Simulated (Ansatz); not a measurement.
Abridged output of a molecular run in Ansatz:

```
Functional definition: HF
1403 factors; integrals over basis functions are off by at most 1.1e-3 eV
mean field evaluation 1: about -22572.0575 eV, gradient 3.7e1 eV
mean field evaluation 2: about -22572.0622 eV, gradient 3.7e1 eV
mean field evaluation 4: about -22577.0043 eV, gradient 2.8e0 eV
mean field evaluation 8: about -22577.0892 eV, gradient 1.5e-1 eV
mean field -22577.08970998 eV, -829.6927435407 hartree, gradient 7.2e-6 eV, S^2 0.753915; 0 other end points of the search recorded, 0 dependent functions left out
13 core orbitals not correlated: weight in the atoms' cores, before any rotation towards them, 1.000 or more for the frozen orbitals, at most 0.000 for the correlated occupied ones
reference -22577.08970998 eV, -829.6927435407 hartree; 16, 15 occupied and 204, 205 virtual orbitals, 1403 factors
second order -25.48895046 eV of doubles, -0.00000000 eV of singles
cycle   1  -25.53104806 eV  change   -4.2e-2 eV  update   1.1e-1
cycle   2  -26.11741824 eV  change   -5.9e-1 eV  update   3.2e-2
cycle   3  -26.26176283 eV  change   -1.4e-1 eV  update   1.7e-2
cycle   4  -26.24709813 eV  change    1.5e-2 eV  update   4.6e-3
cycle   5  -26.24529702 eV  change    1.8e-3 eV  update   2.3e-3
cycle   6  -26.24654559 eV  change   -1.2e-3 eV  update   8.1e-4
cycle   7  -26.24640148 eV  change    1.4e-4 eV  update   3.5e-4
cycle   8  -26.24641413 eV  change   -1.3e-5 eV  update   1.1e-4
cycle   9  -26.24646506 eV  change   -5.1e-5 eV  update   4.3e-5
cycle  10  -26.24645840 eV  change    6.7e-6 eV  update   1.5e-5
perturbative correction -0.85429420 eV, -0.0313947326 hartree
Total energy: -22604.19046257 eV, -830.6886778289 hartree
Checks for a lower state left out: cluster_reference
```

Its atoms:

Cartesian coordinates in Å:
```
O 2.2477 -0.5377 0.2777
Si 0.9804 0.4661 0.1855
F 0.6523 1.0847 1.6161
O -0.3513 -0.3081 -0.3151
Si -1.9820 -0.4827 -0.2084
H 2.1674 -1.3687 0.7478
H 1.3499 1.5563 -0.7229
H -2.6375 0.8573 -0.1871
H -2.4268 -1.2672 -1.3935
```

(1) Which basis set was used?
A. def2-TZVPPD
B. def2-SVP
C. def2-QZVPP
D. def2-TZVPP

(2) Write the keys of the input that set method, charge and spin (a neutral closed shell needs none for the last two).

Results:

(1) D. It gives 233 functions.

(2) 
```yaml
magnetization: {spin_polarized: true, initial_magnetization: 1}
correlation: {method: ccsd_t}
scf: {omitted_lower_state_checks: [cluster_reference]}
```
